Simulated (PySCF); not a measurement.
HfCl3, SMILES [Cl][Hf+]([Cl])[Cl], charge +1, multiplicity 1.

The structure is a stationary point at B3LYP-D3(BJ)/def2-SVP. The multiplicity is an assumed one; other spin states were not compared. The isomer is the one that the SMILES or the coordinates give; other isomers of the formula were not compared. The def2 effective core potentials stand for the cores of Hf; spin–orbit coupling is left out.

The numbers are results of PBE/def2-TZVPD in PySCF, not measurements.

Symmetry labels are those of the subgroup Cs that the program uses (full group C3v).

Computed valence orbital energies around the gap with their symmetry:
| orbital | symmetry | energy (eV) |
|---|---|---|
| HOMO−7 | A' | -14.71 |
| HOMO−6 | A" | -14.71 |
| HOMO−5 | A" | -14.20 |
| HOMO−4 | A' | -14.20 |
| HOMO−3 | A' | -13.99 |
| HOMO−2 | A' | -13.50 |
| HOMO−1 | A" | -13.50 |
| HOMO | A" | -13.16 |
| LUMO | A' | -9.71 |
| LUMO+1 | A" | -8.73 |
| LUMO+2 | A' | -8.73 |
| LUMO+3 | A' | -7.56 |
